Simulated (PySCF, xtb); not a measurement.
C2H4GeN2, SMILES N#C/N=[CH]\[GeH3].

GFN2-xTB in xtb 6.7.1 at its own geometry gives an orbital gap of 2.16 eV and a dipole moment of 4.57 D.

The structure is a stationary point at B3LYP-D3(BJ)/def2-SVP. The structure was generated by enumeration; whether it is a known compound was not checked.

Problem. What does CAM-B3LYP/def2-TZVP (PySCF) give? (Estimate from the structure and the level; the computed values follow.)

Solution. gap 7.89 eV (levels -9.32 and -1.42 eV), dipole 4.85 D.
